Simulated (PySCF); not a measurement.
# One molecule, several mistakes: AlBC2H7

All numbers below are calculated, not measured. They come from PySCF 2.14.0, an open-source quantum chemistry program, on an isolated molecule that a program drew, which may never have been made. The molecule is AlBC2H7 (charge 0, doublet), drawn as the SMILES string `[BH][Al]([CH3])[CH3]`.

Each row is a Hartree-Fock (HF) and frozen-core CCSD(T) single point in the cc-pV(D+d)Z basis, meant for a local HF minimum. Run 1 is clean. Each other run has one planted mistake out of seven kinds, and not every kind appears here: one electron removed, one electron added, multiplicity raised by two, geometry at a saddle point, minimal basis STO-3G, one bond length entered in bohr, all coordinates scaled. The reference is restricted for singlets and unrestricted otherwise, and also for a bond in bohr. Adding or removing an electron swaps singlet and doublet. Electrons count all cores. HOMO and LUMO are orbital energies over both spins, the gradient is its largest component, and the lowest frequency (negative if imaginary) is given only where the gradient is small. Bond lengths are over the 10 bonds as drawn. T1 is the CCSD diagnostic: over 0.02 (restricted) or 0.045 (unrestricted) a single reference is doubtful.

Geometry of the clean run:
```xyz
11
AlBC2H7, angstrom
B    -0.3110   -0.9929    0.2816
Al   -0.6330    0.8946    1.0684
C    -1.5375    2.2647   -0.0244
C    -0.0329    1.3013    2.9025
H    -0.1255   -2.0793   -0.1715
H    -0.8975    3.1465   -0.1526
H    -1.8166    1.9135   -1.0226
H    -2.4527    2.6152    0.4688
H     0.6709    2.1428    2.9053
H     0.4600    0.4592    3.3981
H    -0.8795    1.6034    3.5315
```

```
run,electrons,basis functions,<S^2>,HOMO (eV),LUMO (eV),gradient (hartree/bohr),lowest frequency (cm^-1),mean bond (Å),longest bond (Å),T1,HF (hartree),CCSD(T) (hartree),mistake
1,37,100,0.759,-7.94,1.30,9.6e-06,41,1.3783,2.070,0.0118,-346.34970,-346.83782,no fault
2,38,100,0.000,-0.12,7.11,4.7e-02,-,1.3783,2.070,0.0146,-346.31717,-346.84578,one electron added
3,37,31,0.766,-5.64,7.43,2.1e-02,-,1.3783,2.070,0.0102,-342.19691,-342.40730,minimal basis STO-3G
4,37,100,1.429,-8.05,1.09,3.0e-02,-,1.4843,2.252,0.0699,-346.22051,-346.72021,?
```

**Which mistake was planted in run 4, and what did it cost?**

The mean bond changes by a factor of 1.077 and the longest by 1.088, so the molecule wasn't scaled as a whole. A length L in bohr read as angstrom grows by (1/0.5292 - 1) L = 0.890 L. The 10 bonds together grew by 10 x 0.1060 = 1.060 Å, which gives L = 1.191 Å. That is bond B1-H5, 1.192 Å in the clean geometry. So the mistake is: one bond length entered in bohr. Subtracting run 1 and multiplying by 627.51 kcal/mol a hartree, the energy moved by 81.1 kcal/mol in HF and 73.8 kcal/mol in CCSD(T).

Cautions from the logs. Run 4: T1 is over the limit, so its CCSD(T) energy is less reliable.
